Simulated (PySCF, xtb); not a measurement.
H₇HfN₃O, SMILES [OH][Hf]([NH2])([NH2])[NH2], multiplicity 1. Other conformers were not sampled.

Harmonic wavenumbers (cm⁻¹) from GFN2-xTB (xtb) at its own minimum, in rising order: 37, 48, 76, 92, 103, 116, 140, 155, 223, 346, 381, 400, 414, 456, 469, 477, 492, 500, 519, 524, 1524, 1530, 1532, 3265, 3271, 3282, 3287, 3291, 3306, 3577.

What does PySCF with r2SCAN-D4/def2-SVP give at its own minimum? (Estimate from the structure and the level; the computed values follow.)

96, 96, 147, 147, 149, 202, 202, 312, 312, 358, 441, 461, 461, 472, 487, 487, 612, 612, 628, 685, 1508, 1508, 1508, 3534, 3534, 3536, 3626, 3626, 3627, 4006. Paired by order, the mean absolute difference is 122 cm⁻¹ and the zero-point energies are 48.4 and 53.4 kcal/mol.
